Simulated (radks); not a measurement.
Values are calculated unless marked as measured or tabulated.
Q: The antimony ion Sb3+, [Kr] 4d10 5s2. Level of theory: non-relativistic Kohn-Sham, r2SCAN, spin-polarised, spherical densities, point nucleus; meta-GGA in the generalised Kohn-Sham scheme (a radial shooting solver on a logarithmic mesh with Libxc functionals). Every spin shell is full or empty, so the densities are truly spherical. Functionals are evaluated on that one density, not self-consistently. Rank these orbital-free kinetic functionals by their error against the exact value of the orbitals, and give that value: Thomas-Fermi, von Weizsacker, TF + vW, TF + vW/9, LC94, APBEK, revAPBEK, Thakkar, Pearson, LKT, PG1, DePristo-Kress, Ernzerhof.

A: Exact: 6311.81 hartree. From best to worst, with 100 (|E| - |E exact|)/|E exact| (equal figures are ties): DePristo-Kress -0.08, LC94 +0.08, APBEK +0.14, revAPBEK +0.31, Ernzerhof -0.38, Thakkar -0.56, TF + vW/9 -0.66, Pearson -0.90, Thomas-Fermi -5.25, PG1 +14.99, LKT +19.08, TF + vW +36.08, von Weizsacker -58.67.
